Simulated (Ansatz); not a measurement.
Calculated with Ansatz (gas phase, PBE0-D4/def2-TZVP geometries, no zero-point term in ΔE). CBS: MP2 limit from def2 TZ/QZ plus the TZ coupled-cluster correction, frozen cores. This one scheme is used for every species. One conformer a species, not always the lowest.

`C=CB(C)BCl` + BH₃ → `BB(C)BCl` + `C=C`  (formal exchange of groups at a B–C bond)

`C=CB(C)BCl`:

```xyz
13

C    -0.494   -0.928    1.876
C    -0.001   -1.112    0.648
B     0.202    0.061   -0.351
C    -0.698    1.344   -0.307
B     1.386   -0.061   -1.531
Cl    0.964   -0.812   -3.062
H    -0.850    0.043    2.206
H    -0.541   -1.728    2.610
H     0.359   -2.110    0.404
H    -1.391    1.259   -1.156
H    -0.146    2.273   -0.477
H    -1.310    1.447    0.592
H     2.517    0.323   -1.451
```

BH₃:

```xyz
4

B     0.000    0.000    0.000
H    -0.912   -0.651    0.411
H     0.666    0.639    0.757
H     0.246    0.012   -1.168
```

`BB(C)BCl`:

Z-matrix (Å, degrees):
```
C
B 1 1.578
H 1 1.092 2 114.0
H 1 1.091 2 115.5 3 128.1
H 1 1.100 2 104.0 3 -114.8
B 2 1.665 1 118.7 3 35.7
B 2 1.635 1 123.6 3 -147.1
Cl 6 1.753 2 119.0 1 85.8
H 6 1.196 2 125.1 1 -93.8
H 7 1.200 2 122.2 1 -87.9
H 7 1.200 2 121.4 1 93.9
```

`C=C`:

```xyz
6

C     0.353    0.362    0.426
C    -0.353   -0.362   -0.426
H     1.011    1.156    0.090
H     0.304    0.191    1.496
H    -1.011   -1.156   -0.090
H    -0.304   -0.191   -1.496
```

```
     species  HF/def2-TZVPP energy (Eh)
`C=CB(C)BCl`                 -626.62687
         BH₃                  -26.40065
  `BB(C)BCl`                 -574.95366
       `C=C`                  -78.06647
```

Q: Work out ΔE.

A: ΔE = (-574.95366) + (-78.06647) − (-626.62687) − (-26.40065) = 0.00739 Eh = +0.20 eV. CCSD(T)/CBS gives +0.13 eV.

Largest T1 diagnostic among the species: 0.014.

The D4 term adds +0.05 eV with B3LYP and +0.03 eV with PBE0; it sums over pairs of atoms, weighted by their polarisabilities, and B3LYP, whose exchange is more repulsive, gets the larger term. From PBE to PBE0 (25 % exact exchange), in def2-TZVPP and without D4, ΔE moves by +0.08 eV.

B3LYP here is the variant with VWN-RPA as its local correlation; programs differ in this.
